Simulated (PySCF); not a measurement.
C2H4N, SMILES [CH2]N=C, multiplicity 2. Atoms are numbered in the order given.

```xyz
7

C      0.0000     1.1379     0.1543
N      0.0000     0.0000    -0.5060
C      0.0000    -1.1379     0.1543
H      0.0000     1.1798     1.2472
H      0.0000     2.0667    -0.4019
H      0.0000    -2.0667    -0.4019
H      0.0000    -1.1798     1.2472
```
Charge 0, spin multiplicity 2.

The structure is a stationary point at B3LYP-D3(BJ)/def2-TZVP. The isomer is the one that the SMILES or the coordinates give; other isomers of the formula were not compared.

Method: PBE/def2-TZVPD run with PySCF.

Mulliken values depend strongly on the basis, most of all with diffuse functions as here. Atomic charges (e):

```
atom  meta-Löwdin  Mulliken  Mulliken spin
----  -----------  --------  -------------
C1     (withheld)     -0.32           0.62
N2     (withheld)     -0.24          -0.18
C3     (withheld)     -0.32           0.62
H4     (withheld)      0.21          -0.01
H5     (withheld)      0.23          -0.02
H6     (withheld)      0.23          -0.02
H7     (withheld)      0.21          -0.01
```

### Question
What belongs in the gaps? (An estimate is asked for; the answer gives what the named calculation found.)

### Answer

- C1, meta-Löwdin: -0.12
- N2, meta-Löwdin: -0.19
- C3, meta-Löwdin: -0.12
- H4, meta-Löwdin: 0.09
- H5, meta-Löwdin: 0.13
- H6, meta-Löwdin: 0.13
- H7, meta-Löwdin: 0.09
